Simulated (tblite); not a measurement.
Parent: `[F:1][CH2:2][CH2:3][CH:4]([SiH3:5])[SiH3:6]` with F1–C2–C3–C4 75°, C2–C3–C4–Si5 -57°, C3H11FSi2.

The geometries are computed with GFN2-xTB (gas phase). One conformer each, not checked by frequencies here.

| coordinate of the parent | value |
| --- | --- |
| F1–C2 | 1.376 Å |
| C2–C3 | 1.521 Å |
| C3–C4 | 1.529 Å |
| C4–Si5 | 1.913 Å |
| C4–Si6 | 1.906 Å |
| F1–C2–C3 | 110.7° |
| C2–C3–C4 | 113.8° |
| C3–C4–Si5 | 113.0° |
| C3–C4–Si6 | 109.8° |
| Si5–C4–Si6 | 112.4° |

Problem. How does the shared frame change in `[F:1][CH2:2][CH2:3][C:4]([SiH3:5])([SiH3:6])[S:7][SiH3:8]` with F1–C2–C3–C4 -170°, C2–C3–C4–Si5 -54°, C3–C4–S7–Si8 44°, C3H13FSSi3? Atoms pair as F1 = F1, C2 = C2, C3 = C3, C4 = C4, Si5 = Si5, Si6 = Si6 (parent first).

Solution. 
| parent | relative | value in the relative | change |
| --- | --- | --- | --- |
| F1–C2 | F1–C2 | 1.375 Å | -0.001 |
| C2–C3 | C2–C3 | 1.522 Å | +0.001 |
| C3–C4 | C3–C4 | 1.520 Å | -0.009 |
| C4–Si5 | C4–Si5 | 1.919 Å | +0.006 |
| C4–Si6 | C4–Si6 | 1.914 Å | +0.008 |
| F1–C2–C3 | F1–C2–C3 | 110.0° | -0.7 |
| C2–C3–C4 | C2–C3–C4 | 114.0° | +0.2 |
| C3–C4–Si5 | C3–C4–Si5 | 112.9° | -0.1 |
| C3–C4–Si6 | C3–C4–Si6 | 110.7° | +0.9 |
| Si5–C4–Si6 | Si5–C4–Si6 | 111.4° | -1.0 |

Of the parent's bonds, C3–C4 and C4–Si6 change most and about equally (-0.009 to +0.008 Å). Bonds of the relative outside the shared frame: C4–S7 1.862, S7–Si8 2.144 Å. Point group C1 → C1.
